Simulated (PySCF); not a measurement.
# How the method changes the shape and vibrations of GeH3NOSi

These are calculations, not measurements. The program is PySCF 2.14.0, an open-source quantum chemistry code, run on an isolated molecule that a program drew, which may never have been made. The molecule is GeH3NOSi (charge 0, singlet), drawn as the SMILES string `[O]=[GeH][NH][SiH]`.

The geometry was optimised and harmonic frequencies were computed with HF and MP2, all in the cc-pV(D+d)Z basis, for the commonest isotopes, with a restricted reference for singlets and an unrestricted one otherwise, and a frozen core in MP2. Germanium has the cc-pVDZ-PP basis, with a core potential (ECP10MDF) in place of its 10 inner electrons, and its 3s, 3p and 3d shells are frozen in MP2. Each result is a local minimum of its method.

Geometry at the HF minimum:
```xyz
7
GeH3NOSi, angstrom
O    -0.3970    4.5066    0.3295
Ge   -0.6345    2.9186    0.5024
N     0.1909    1.6428   -0.4815
Si    1.3617    1.8616   -1.7625
H    -1.5620    2.2210    1.4883
H    -0.0808    0.7057   -0.2332
H     1.5276    0.3713   -2.0286
```

Lengths of the bonds as drawn, in Å (atoms numbered as above):
```
  bond     HF    MP2
O1-Ge2  1.615  1.657
Ge2-N3  1.810  1.849
N3-Si4  1.749  1.759
Ge2-H5  1.523  1.537
 N3-H6  1.007  1.025
Si4-H7  1.523  1.527
```

Rotational constants, in GHz:
```
constant,HF,MP2
A,10.81,10.3
B,1.961,1.92
C,1.66,1.618
```

Harmonic frequencies in cm^-1, each column in rising order, so a row needn't be the same motion in every method:
| rank | HF | MP2 |
|---|---|---|
| 1 | 131 | 106 |
| 2 | 139 | 123 |
| 3 | 275 | 270 |
| 4 | 306 | 272 |
| 5 | 556 | 487 |
| 6 | 602 | 561 |
| 7 | 742 | 702 |
| 8 | 797 | 752 |
| 9 | 913 | 863 |
| 10 | 973 | 910 |
| 11 | 1055 | 995 |
| 12 | 1290 | ? |
| 13 | 2095 | 2066 |
| 14 | 2274 | 2176 |
| 15 | 3763 | 3544 |

**Estimate the missing MP2 frequency from the HF column.**

A single factor s that minimises the squared misfit of MP2 against s times HF over the other rows is sum(HF x MP2) / sum(HF^2) = 0.9503, with an rms misfit of 27 cm^-1. For rank 12 it gives 0.9503 x 1290 = 1226 cm^-1. The calculation gives 1158 cm^-1, 68 cm^-1 below the estimate. The drawn bonds are on average 1.4 % longer in MP2 than in HF.
